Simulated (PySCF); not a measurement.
**Correlation energy of Li⁻ (lithium, charge -1)**

[He] 2s2, closed-shell 1S. All numbers are calculated (PySCF 2.14, no relativity, point nucleus, in aug-cc-pVQZ (6s5p4d3f2g, 80 functions)). Frozen: 1s2; 2 electrons correlated.

With two correlated electrons CCSD is exact within the correlated space (frozen core and kept virtual orbitals).

| level | correlation energy (mhartree) |
| --- | --- |
| CCSD | -27.18 |

Diagnostics: T1 = 0.056, D1 = 0.0787, largest double amplitude 0.122.

T1 exceeds 0.03, a sign that the reference determinant is poor.

Cost of the coupled-cluster step: about 5 core-seconds, for 2 correlated electrons.
